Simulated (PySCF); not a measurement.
Point-charge models of `FC(F)C#CC(F)(F)F` against its computed dipole.

Coordinates (PBE0-D3(BJ)/def2-SVP, Å) and charges (e) from the PBE0/pcSseg-1 density (PySCF):

```
atom       x       y       z  Mulliken      IAO  Hirshfeld  ESP-fitted
  F1  -2.256  -0.323  -1.582   -0.2775  -0.2804    -0.0895     -0.1931
  C2  -1.987   0.285  -0.413   +0.5610  +0.4473    +0.1699     +0.4237
  F3  -2.254   1.597  -0.541   -0.2775  -0.2804    -0.0895     -0.1933
  C4  -0.576   0.089  -0.052   -0.0396  -0.0217    -0.0296     -0.0487
  C5   0.569  -0.091   0.283   -0.1907  -0.0661    -0.0593     -0.1932
  C6   1.966  -0.307   0.694   +0.8468  +0.8178    +0.2738     +0.6692
  F7   2.204  -1.603   0.878   -0.2514  -0.2628    -0.0817     -0.1866
  F8   2.810   0.142  -0.229   -0.2489  -0.2606    -0.0799     -0.1727
  F9   2.224   0.328   1.833   -0.2508  -0.2623    -0.0813     -0.1868
 H10  -2.650  -0.136   0.364   +0.1285  +0.1691    +0.0670     +0.0815
```

Compute μ = Σ q r for each scheme (1 e·Å = 4.803 D) and compare with the dipole of the full density.

The full density gives (-1.24, -0.55, 1.01) D, 1.69 D in size; dipole vectors point from the negative to the positive end.

```json
{"scheme": "Mulliken", "μx": "-2.10", "μy": "-0.83", "μz": "1.52", "size (D)": "2.72", "share of the full size (%)": "161", "angle to the full dipole (°)": "3"}
{"scheme": "IAO", "μx": "-1.85", "μy": "-0.97", "μz": "1.78", "size (D)": "2.74", "share of the full size (%)": "162", "angle to the full dipole (°)": "5"}
{"scheme": "Hirshfeld", "μx": "-0.84", "μy": "-0.30", "μz": "0.56", "size (D)": "1.06", "share of the full size (%)": "63", "angle to the full dipole (°)": "6"}
{"scheme": "ESP-fitted", "μx": "-1.27", "μy": "-0.56", "μz": "1.01", "size (D)": "1.72", "share of the full size (%)": "102", "angle to the full dipole (°)": "1"}
```

Which set comes closest?

Length of the difference vector: ESP-fitted 0.03 D, Hirshfeld 0.65 D, Mulliken 1.03 D, IAO 1.07 D. Closest: ESP-fitted. 

What is left for the Hirshfeld atoms' own dipoles?

The shares of the density sum to the whole, so what Σ q r misses lies in dipoles about the nuclei. The atomic dipoles sum to (-1.24, -0.55, 1.01) − (-0.84, -0.30, 0.56) = (-0.40, -0.25, 0.45) D, 0.65 D in size.

With the origin at the mean of the coordinates, (0.005, -0.002, 0.124) Å, which are the largest single terms, by size, of the Hirshfeld dipole along the direction of the full one?

C6 -1.32, F8 +0.89, C2 +0.86, H10 +0.69, F1 -0.32 D; all 10 atoms together +1.05 D. The single terms depend on the origin, their sum doesn't.

Give the size of the full dipole in other units.

1.69 D = 0.665 au = 0.352 e·Å = 5.64 × 10⁻³⁰ C·m.

Isolated species at its PBE0-D3(BJ)/def2-SVP geometry, gas phase.
